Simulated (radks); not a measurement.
Values are calculated unless marked as measured or tabulated.
The technetium ion Tc2+, [Kr] 4d5. Level of theory: non-relativistic Kohn-Sham, PBE, spin-polarised, spherical densities, point nucleus (a radial shooting solver on a logarithmic mesh with Libxc functionals). Every spin shell is full or empty, so the densities are truly spherical. Functionals are evaluated on that one density, not self-consistently. Rank these exchange functionals by their error against the exact value of the orbitals, and give that value: LDA, RPBE, PW91, OPTX, WC, AM05, SOGGA, revTPSS, TASK.

Answer. Exact: -124.048 hartree. From best to worst, with 100 (|E| - |E exact|)/|E exact| (equal figures are ties): PW91 -0.03, RPBE -0.23, revTPSS -0.90, WC -0.94, OPTX +1.05, TASK -2.32, SOGGA -2.43, AM05 -4.81, LDA -5.20.
